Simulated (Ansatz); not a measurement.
`[AlH2][B]1CC1` + `OC(F)[SiH3]` → `O[CH]([AlH2])[SiH3]` + `FB1CC1` at 600 K and 1 bar (redistribution).

Computed with Ansatz on PBE0-D4/def2-TZVP structures; ΔE is electronic, products minus reactants. CCSD(T)/CBS adds triple-zeta CCSD(T) − MP2 to the extrapolated MP2 energy (def2 sets, frozen cores). Each species was taken in one conformer, which may not be the lowest.

```json
{"species": "`[AlH2][B]1CC1`", "CCSD(T)/CBS energy (Eh)": "-346.44261", "H − E (kJ/mol)": "237.1", "S (J/(mol·K))": "398.4"}
{"species": "`OC(F)[SiH3]`", "CCSD(T)/CBS energy (Eh)": "-505.08050", "H − E (kJ/mol)": "207.3", "S (J/(mol·K))": "389.8"}
{"species": "`O[CH]([AlH2])[SiH3]`", "CCSD(T)/CBS energy (Eh)": "-648.48517", "H − E (kJ/mol)": "247.9", "S (J/(mol·K))": "458.2"}
{"species": "`FB1CC1`", "CCSD(T)/CBS energy (Eh)": "-203.10011", "H − E (kJ/mol)": "195.1", "S (J/(mol·K))": "336.7"}
```

H − E and S are ideal-gas, rigid-rotor, harmonic terms from PBE0-D4/def2-TZVP, for one conformer and one mirror image of each species. 1 Eh = 2625.50 kJ/mol, R = 8.31446 J/(mol·K).

By hand: ΔE, ΔH, ΔS and ΔG.

ΔE = (-648.48517) + (-203.10011) − (-346.44261) − (-505.08050) = -0.06217 Eh = -163.2 kJ/mol. Δ(H − E) = 247.9 + 195.1 − 237.1 − 207.3 = -1.4, so ΔH = -164.6 kJ/mol. ΔS = 458.2 + 336.7 − 398.4 − 389.8 = 6.7 J/(mol·K). ΔG = -164.6 − 600 × (6.7)/1000 = -168.6 kJ/mol.

By hand: the equilibrium constant, and the temperature at which ΔG would vanish if ΔH and ΔS stayed fixed.

log₁₀ K = −ΔG/(RT ln 10) = 14.7. ΔH and −TΔS have one sign here, so there is no such temperature.

The number of gas molecules stays the same, so ΔS is small and ΔH decides. A doubt of 5 kJ/mol in ΔE shifts log₁₀ K by 0.4 here. Other conformers and mirror images would add mixing entropy, several J/(mol·K) or more a flexible species. These are equilibria of isolated gas molecules and say nothing of rates. Largest T1 diagnostic: 0.012 (customary marks: 0.02 for closed shells, 0.045 for open ones).

ΔS is within the doubt of such terms, so its sign, and with it that verdict, could turn.
